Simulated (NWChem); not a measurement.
Molecule: GeH$_{4}$S$_{2}$; SMILES [SH][GeH2][SH]

```xyz
7

Ge     0.0000     0.0000    -0.5965
S      1.8486     0.0479     0.6437
S     -1.8486    -0.0479     0.6437
H      0.0865     1.2727    -1.4527
H     -0.0865    -1.2727    -1.4527
H      1.5601    -1.0968     1.3007
H     -1.5601     1.0968     1.3007
```
Atoms are numbered in this order, from 1.

Results from NWChem. Pople sets run with spherical d functions. All runs use the structure optimised with PBE0/def2-SVP. GIAO values for the isolated, static molecule; σ is the absolute isotropic shielding, δ = σ(reference) − σ with the isolated reference molecule computed at the same levels (1H: tetramethylsilane).

```csv
level,σ Ge1 (ppm),σ S2 (ppm),δ H4 (ppm),δ H6 (ppm)
PBE0/pcSseg-1,1354.4,675.3,5.46,0.71
B3LYP/6-31G*,___,___,___,___
B3LYP/6-311G**,1324.2,625.1,5.72,0.79
```

Complete the blanks.


- B3LYP/6-31G*, σ Ge1 (ppm): 1519.1
- B3LYP/6-31G*, σ S2 (ppm): 656.6
- B3LYP/6-31G*, δ H4 (ppm): 5.60
- B3LYP/6-31G*, δ H6 (ppm): 0.33
